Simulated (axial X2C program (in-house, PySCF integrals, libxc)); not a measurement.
# Correcting the dissociation energy of GaBr for spin–orbit coupling

A spin-free CCSD(T) curve (one-electron X2C) was computed with an in-house relativistic program for diatomic molecules, basis Br dyall-cv3z [8s9p6d4f1g], Ga dyall-cv3z [9s9p7d4f1g] (cores contracted in-house), for the state M_S = 0, Λ = 0 (closed shell). It gives D0 = 4.197 eV to Br + Ga, which in a spin-free picture are the weighted means of the ground terms.

Correlated methods: 10 electrons correlated (number of frozen shells: Br 3 s, 2 p, 1 d; Ga 3 s, 2 p, 1 d), 274 virtual spin orbitals or spinors in MP2, 90 natural virtuals in coupled cluster.

Measured levels of the ground terms (NIST Handbook of Basic Atomic Spectroscopic Data), in cm⁻¹: Br 2P: J = 3/2 at 0, J = 1/2 at 3685.2; Ga 2P: J = 1/2 at 0, J = 3/2 at 826.2.

The molecular state has Λ = 0, so it has no first-order lowering.

Question: How far does each ground level lie under the (2J+1)-weighted mean of its term?

Answer: Br: (4 × 0 + 2 × 3685.2)/6 = 1228 cm⁻¹; Ga: (2 × 0 + 4 × 826.2)/6 = 551 cm⁻¹.

Question: Correct D0.

Answer: D0 = 4.197 + (0 − 1779)/8065.5 = 3.976 eV at CCSD(T) with these spin–orbit terms. The direct two-component run gives 4.003 eV; the difference holds second-order terms in the molecule, scalar two-electron terms, the gap between measured and computed atomic splittings (a 2c atom can miss part of its lowering) and, in coupled cluster, the truncation of each run.

Second-order spin–orbit effects in the molecule, which grow quickly with Z, are left out. The state is a single determinant with fixed occupations, the lowest that a limited PBE0 search found. De is counted from the lowest determinant-based energies of the atoms at the same level, without counterpoise correction. CCSD and (T) use frozen natural virtuals with an MP2 correction for the truncation; (T) itself is uncorrected, so its De runs slightly low. With the outer-core shells frozen, correlated bond lengths of heavy atoms tend to come out a few hundredths of an ångström too long.
